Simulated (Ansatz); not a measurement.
A run for Ansatz (a first-principles code): R-CCSD(T)/cc-pV(T+d)Z on H2OSSi (SMILES O[Si]S), a point of a torsion scan. Files ending in .json are basis or fitting sets from the Basis Set Exchange.

Ansatz 0.2 input:
```yaml
crystal:
  periodic: [false, false, false]
  atoms:
    - {symbol: O, position_ang: [-0.98056169, 0.43597370, -0.70194491]}
    - {symbol: Si, position_ang: [-0.03300138, -0.86839455, -0.38995698]}
    - {symbol: S, position_ang: [1.74739899, -0.09557906, -1.37689395]}
    - {symbol: H, position_ang: [-1.88896866, 0.50891555, -0.42635434]}
    - {symbol: H, position_ang: [1.20821649, 1.05466226, -1.75359016]}
basis:
  gaussian:
    orbitals: cc-pV_T+d_Z.json
magnetization: {spin_polarized: false}
correlation: {method: ccsd_t, electrons: outside_noble_gas}
scf: {lower_state_search: off}
```

Task: Predict the final total energy.

Result: -763.1757 hartree (reference determinant -762.6036, T1 diagnostic 0.015).

Task: How many basis functions does it have, and what does it roughly cost on one machine?

Result: 136 functions; around 19 core-seconds (rough).
